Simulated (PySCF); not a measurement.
Species: CH10OP2Si2.
Bonds: C1–O2, O2–Si3, Si3–Si4, Si4–P5, Si4–P6. Hydrogens: H7, H8, H9 on C1; H10, H11 on Si3; H12 on Si4; H13, H14 on P5; H15, H16 on P6.

Method: PBE0-D3(BJ)/def2-SVP geometry optimisation, gas phase in PySCF 2.14.0.

**Question.** List the bond lengths, angles and torsions at this level.

**Answer.** 
| bond | length (pm) |
| --- | --- |
| C1–O2 | 140.1 |
| O2–Si3 | 167.2 |
| Si3–Si4 | 233.2 |
| Si4–P5, Si4–P6 | 227.2 |
| C1–H7, C1–H8, C1–H9 | 110.4 |
| Si3–H10, Si3–H11 | 150.2 |
| Si4–H12 | 149.6 |
| P5–H13 and 3 like bonds | 143.1 |

Bonds in one row agree within 1 pm and their mean is given. A selection of angles:
| angle | degrees |
| --- | --- |
| O2–C1–H7 | 112.0 |
| O2–C1–H8 | 108.8 |
| H7–C1–H8 | 108.0 |
| C1–O2–Si3 | 123.8 |
| O2–Si3–Si4 | 105.5 |
| O2–Si3–H10 | 110.7 |
| O2–Si3–H11 | 110.5 |
| Si4–Si3–H10 | 113.6 |
| Si4–Si3–H11 | 109.3 |
| H10–Si3–H11 | 107.3 |
| Si3–Si4–P5 | 112.8 |
| Si3–Si4–P6 | 109.9 |
| Si3–Si4–H12 | 111.6 |
| P5–Si4–P6 | 107.4 |
| P5–Si4–H12 | 107.1 |
| Si4–P5–H13 | 93.3 |
| H13–P5–H14 | 93.3 |
| Si4–P6–H16 | 92.3 |

Torsions: C1–O2–Si3–Si4 -179° (antiperiplanar); O2–Si3–Si4–P5 168° (antiperiplanar). The mirror-image conformer, all signs reversed, is as good.

Si3 (oxygen-bound silicon) is distorted tetrahedral (angles from 105.5° to 113.6°). Si4 (SiH silicon) is tetrahedral (angles from 107.1° to 112.8°). P5 (three-coordinate phosphorus) is pyramidal (angles 94.0°, 93.3° and 93.3°, sum 280.6°, 0.87 Å off the plane of its three neighbours).

Point group: C1 (no symmetry element, even within 0.4 Å). No frequency check. One conformer, not necessarily the lowest (C1–O2–Si3–Si4 -179°, O2–Si3–Si4–P5 168°, Si3–Si4–P5–H -48° and 45°, Si3–Si4–P6–H 53° and -40°).
